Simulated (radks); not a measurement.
Polarisability of the rhodium ion Rh4+, [Kr] 4d5, at imaginary frequency. Calculated with a radial shooting solver on a logarithmic mesh with Libxc functionals: scalar-relativistic Kohn-Sham, LDA (Slater exchange, Perdew-Wang correlation), spin-polarised, spherical densities, finite nucleus; open shells are filled with parallel spins first (spin-orbit coupling, left out, can overturn this in heavy ions); Fermi nuclear charge, rms radius 4.4945 fm. Response by self-consistent Sternheimer equations with the Hartree and adiabatic LDA kernel, the relativistic mass of each level held fixed and spin-orbit coupling left out.

| w (hartree) | alpha1(iw) (bohr^3) |
|---|---|
| 0.00266 | 3.320 |
| 0.0143 | 3.320 |
| 0.0360 | 3.318 |
| 0.0697 | 3.311 |
| 0.118 | 3.294 |
| 0.186 | 3.257 |
| 0.280 | 3.182 |
| 0.413 | 3.042 |
| 0.605 | 2.800 |
| 0.892 | 2.420 |
| 1.35 | 1.891 |
| 2.12 | 1.257 |
| 3.59 | 0.6522 |
| 6.94 | 0.2438 |
| 17.5 | 0.05927 |

Static values: alpha1 = 3.320 bohr^3 (0.4920 angstrom^3; uncoupled 4.831). C6 = 13.26, triple-dipole C9 = 31.34 atomic units. One-pole (London) frequency 4 C6 / (3 alpha1^2) = 1.604 hartree, against 2.071 for minus the highest occupied eigenvalue.
